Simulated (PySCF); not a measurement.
Gas-phase equilibrium of 1 mol SnCl4, 0.77 mol H2O at 2500 K and 0.100 bar, among 27 species (ClO, SnCl4, O2, HCl, O, SnH2, HO2, SnO, SnHCl3, SnCl3, H2O, H, HOCl, H2O2, O3, H2, SnH4, SnCl2, SnH2Cl2, Cl, Cl2, SnO2, SnH3Cl, Sn2O2, SnHCl, Sn(OH)2, OH). Only gases are allowed; each row takes one source of thermochemistry for all species, and Cantera finds the minimum.

Computed with PySCF (xtb for GFN2) and rigid-rotor harmonic-oscillator thermochemistry at 1 bar. † marks an energy on the PBE0/def2-TZVP geometry and frequencies; other levels use their own. Open shells (unrestricted) among the columns below: O2 (multiplicity 3), O (multiplicity 3, electronic degeneracy 9), H (multiplicity 2), Cl (multiplicity 2, electronic degeneracy 6), OH (multiplicity 2, electronic degeneracy 4); the rest are closed-shell singlets. GFN2 has no spin-polarisation term. Spin-orbit splitting is ignored; it lowers the true energy and changes the entropy of O, Cl, OH. Sn: scalar-relativistic def2 core potential, no spin-orbit coupling. The harmonic model lacks anharmonicity and excited electronic states, which grow with temperature; levels with a mode under 35 cm⁻¹ are left out. Soft modes under 120 cm⁻¹ make the harmonic entropy rough for SnCl2.

Molecules larger than those listed are left out. Also missing: (SnO)n, which can matter at low temperature or high pressure.

With GFN2-xTB thermochemistry: Cl 0.44, HCl 0.22, SnCl2 0.13, SnO 0.11, H2O 0.072, O2 5.4e-5, Cl2 0.021, H 0.00090, OH 0.00023, O 5.0e-9, H2 0.0023.

Q: How far does the composition move with the other sources (PBE/def2-TZVP†, PBE0/def2-QZVP†, PBE0/def2-SVP†, ωB97M-V/def2-TZVP†, ωB97X-V/def2-TZVP†)?

A: 
```json
[
 {"thermochemistry": "GFN2-xTB", "x Cl": "0.44", "x HCl": "0.22", "x SnCl2": "0.13", "x SnO": "0.11", "x H2O": "0.072", "x O2": "5.4e-5", "x Cl2": "0.021", "x H": "0.00090", "x OH": "0.00023", "x O": "5.0e-9", "x H2": "0.0023"},
 {"thermochemistry": "PBE/def2-TZVP†", "x Cl": "0.32", "x HCl": "0.36", "x SnCl2": "0.16", "x SnO": "0.090", "x H2O": "0.0061", "x O2": "0.047", "x Cl2": "0.0026", "x H": "0.0074", "x OH": "0.0024", "x O": "0.0011", "x H2": "0.0029"},
 {"thermochemistry": "PBE0/def2-QZVP†", "x Cl": "0.32", "x HCl": "0.33", "x SnCl2": "0.18", "x SnO": "0.071", "x H2O": "0.020", "x O2": "0.044", "x Cl2": "0.00087", "x H": "0.0076", "x OH": "0.0098", "x O": "0.0072", "x H2": "0.0030"},
 {"thermochemistry": "PBE0/def2-SVP†", "x Cl": "0.28", "x HCl": "0.34", "x SnCl2": "0.22", "x SnO": "0.041", "x H2O": "0.018", "x O2": "0.065", "x Cl2": "0.00016", "x H": "0.015", "x OH": "0.0085", "x O": "0.0066", "x H2": "0.0073"},
 {"thermochemistry": "ωB97M-V/def2-TZVP†", "x Cl": "0.32", "x HCl": "0.34", "x SnCl2": "0.18", "x SnO": "0.076", "x H2O": "0.017", "x O2": "0.043", "x Cl2": "0.00098", "x H": "0.0057", "x OH": "0.0087", "x O": "0.0080", "x H2": "0.0036"},
 {"thermochemistry": "ωB97X-V/def2-TZVP†", "x Cl": "0.32", "x HCl": "0.34", "x SnCl2": "0.18", "x SnO": "0.074", "x H2O": "0.015", "x O2": "0.047", "x Cl2": "0.00063", "x H": "0.0073", "x OH": "0.0077", "x O": "0.0059", "x H2": "0.0050"}
]
```
The most sensitive of these is O: it spans a factor of 10^6.2 over these rows; at this temperature one factor of ten is RT ln 10 = 48 kJ/mol.
